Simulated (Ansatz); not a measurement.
**BSiH3OF2 (SMILES FB(F)O[SiH3]): the energy, rung by rung**

BSiH3OF2 has 8 atoms, charge 0, and is taken as a singlet. SMILES: `FB(F)O[SiH3]`. Geometry: optimised at r2SCAN/def2-SVP.

Quantity: the adiabatic electron affinity (to the doublet anion, shapes relaxed at r2SCAN/def2-SVP, no zero-point term), in eV. The values are calculated.

The electron affinity is E(neutral) − E(anion): positive where the electron is bound.

| level | kind | program | value (eV) | less CCSD(T)/def2-SVP | CPU time (all runs) |
| --- | --- | --- | --- | --- | --- |
| HF/def2-SVP | Hartree–Fock | Ansatz | -1.86 | -0.39 | 1.9 s |
| PBE/def2-SVP | GGA | Ansatz | -0.97 | +0.50 | 4 s |
| r2SCAN/def2-SVP | meta-GGA | Ansatz | -0.98 | +0.49 | 7.8 s |
| B3LYP/def2-SVP | global hybrid | Ansatz | -1.09 | +0.38 | 5.1 s |
| wB97M-V/def2-SVP | range-separated hybrid | Ansatz | -1.27 | +0.20 | 20 s |
| MP2/def2-SVP | perturbation theory | Ansatz | -1.54 | -0.07 | 2.3 s |
| CCSD(T)/def2-SVP | coupled cluster or CI | Ansatz | -1.47 | 0.00 | 28 s |

Differences are taken from CCSD(T)/def2-SVP for orientation; it has basis-set and higher-order errors of its own. The values span -1.86 to -0.97 eV. Negative values mean that the anion is unbound at that level; they are set by how diffuse the basis is and aren't properties of the molecule. Times are those of the runs behind each value, whatever else they computed, on shared processors of several kinds: orders of magnitude only.
